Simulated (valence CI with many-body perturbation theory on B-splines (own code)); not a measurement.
## Assign the levels of Ca4+

Computed by configuration interaction combined with many-body perturbation theory (CI+MBPT): six valence electrons over a frozen Dirac-Fock core [Ne], radial functions for each j: 9 s, 9 p, 8 d, 6 f, 3 g, 1 h, with the one-electron correlation potential Σ1 (screened to all orders), the two-electron term Σ2, the three-electron term Σ3, Breit, model QED; selected single and double excitations, second order for the rest, scaled by the run's own slope (own B-spline code, finite nucleus).

Against 7 measured levels this calculation errs by 138 cm⁻¹ on average and by 311 at most. These come from a selection out of Sugar and Corliss, J. Phys. Chem. Ref. Data 8, 865 (1979). Levels without a partner in it may be off by more. Among the levels kept, up to 1100 cm⁻¹ of a level comes from second order outside the variational space, and about a tenth of that is noise between levels of different J, which matters for small intervals.

| No. | J | Parity | E (cm⁻¹) | g |
| --- | --- | --- | --- | --- |
| 1 | 2 | even | 0.0 | 1.497 |
| 2 | 1 | even | 2404 | 1.501 |
| 4 | 2 | even | 18969 | 1.003 |
| 6 | 2 | odd | 154480 | 1.501 |
| 7 | 1 | odd | 156580 | 1.500 |
| 11 | 1 | odd | 207880 | 1.500 |
| 12 | 2 | odd | 207910 | 1.500 |
| 13 | 3 | odd | 207960 | 1.500 |
| 14 | 4 | odd | 208040 | 1.500 |
| 15 | 2 | odd | 224030 | 1.161 |
| 16 | 3 | odd | 224060 | 1.332 |
| 17 | 1 | odd | 224360 | 0.499 |
| 19 | 2 | odd | 230400 | 0.673 |
| 20 | 3 | odd | 231130 | 1.085 |

Energies count from the lowest level. Strongly mixed levels and levels close to another of their J and parity, and those with J = 0 are left out, so the numbers can have gaps.

(1) Give configuration and LS term of each level.

## Answers

(1) 1: 3s2 3p4 3P; 2: 3s2 3p4 3P; 4: 3s2 3p4 1D; 6: 3s 3p5 3P°; 7: 3s 3p5 3P°; 11: 3s2 3p3 3d 5D°; 12: 3s2 3p3 3d 5D°; 13: 3s2 3p3 3d 5D°; 14: 3s2 3p3 3d 5D°; 15: 3s2 3p3 3d 3D°; 16: 3s2 3p3 3d 3D°; 17: 3s2 3p3 3d 3D°; 19: 3s2 3p3 3d 3F°; 20: 3s2 3p3 3d 3F°.
